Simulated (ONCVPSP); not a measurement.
# What the settings do to the ONCV potential of magnesium

Base potential:

| Quantity | Value |
| --- | --- |
| Element | magnesium |
| Generator | ONCVPSP 4.0.1 |
| Type | optimised norm-conserving Vanderbilt (ONCV) |
| Functional | BLYP |
| Relativity | non-relativistic |
| Frozen core | [He] |
| Valence charge | 10 |
| Reference configuration | 2s2 2p6 3s1.5 (charge +0.5) |
| Partial waves | 2s+3s: rc 1.25 bohr, ncon 4, nbas 8, qcut 10.6 1/bohr, 2 projectors; 2p: rc 0.65 bohr, ncon 5, nbas 8, qcut 16.3 1/bohr, 2 projectors, debl 1.1 Ha; d scattering state at 0.09 Ha: rc 1.35 bohr, ncon 4, nbas 7, qcut 8.1 1/bohr, 2 projectors, debl 3 Ha |
| Local potential | polynomial inside 0.60 bohr (lpopt 5, dvloc0 4 Ha) |
| Core correction | none |

In the p channel the program set the typed energies aside and used -1.869, 0.250 Ha.

Cutoffs, loose and tight: the cutoffs (Ha) at which the residual kinetic energy of the hardest occupied pseudo-wave falls to 1 and 0.1 mHa per electron. They do not see the model core or the augmentation charge, which bear on the density cutoff. Test errors are all-electron minus pseudo excitation energies from the reference, over the configurations 2s2 2p6 3s2; 2s2 2p6 3s1; 2s2 2p6 3s0; 2s2 2p5 3s2. A dash means not determined; rows that change the core or the reference have their own tests.

| change | outcome | cutoff, loose | cutoff, tight | bound ghosts | GHOST(+) flags above zero | largest test error (meV) |
| --- | --- | --- | --- | --- | --- | --- |
| base | generated, projector energies reset by the program | 205 Ha | 424 Ha | none | none | +60 |
| local potential polynomial inside 0.55 bohr (lpopt 5, dvloc0 0 Ha) | generated, projector energies reset by the program | 205 Ha | 424 Ha | none | none | +61 |
| fully relativistic | generated, projector energies reset by the program | 207 Ha | 425 Ha | none | none | +57 |
| d: ncon 5, nbas 8 | generated, projector energies reset by the program | 205 Ha | 424 Ha | none | none | +60 |

Problem. What comes out with this change to the base: functional PBE?

Solution. outcome: generated, projector energies reset by the program; cutoff, loose: 204 Ha; cutoff, tight: 424 Ha; bound ghosts: none; GHOST(+) flags above zero: none; largest test error (meV): +57.

Problem. What comes out with this change to the base: p: qcut 24.6?

Solution. outcome: generated, projector energies reset by the program; cutoff, loose: 191 Ha; cutoff, tight: 230 Ha; bound ghosts: none; GHOST(+) flags above zero: none; largest test error (meV): +53.

Problem. What comes out with this change to the base: core [Ne], valence charge 2; reference 3s2; waves now 3s: rc 2.20 bohr, ncon 4, nbas 9, qcut 3.2 1/bohr, 2 projectors, debl 0.7 Ha; p scattering state at 0.35 Ha: rc 2.20 bohr, ncon 3, nbas 7, qcut 3.2 1/bohr, 2 projectors, debl 2.8 Ha; d scattering state at 0.25 Ha: rc 2.40 bohr, ncon 3, nbas 8, qcut 4 1/bohr, 2 projectors, debl 0.4 Ha; local potential polynomial inside 1.85 bohr (lpopt 1, dvloc0 4 Ha)?

Solution. outcome: generated; cutoff, loose: 3.8 Ha; cutoff, tight: 5.7 Ha; bound ghosts: none; GHOST(+) flags above zero: none; largest test error (meV): +38 over the solved tests; 1 of 4 tests not solved or not reliable.
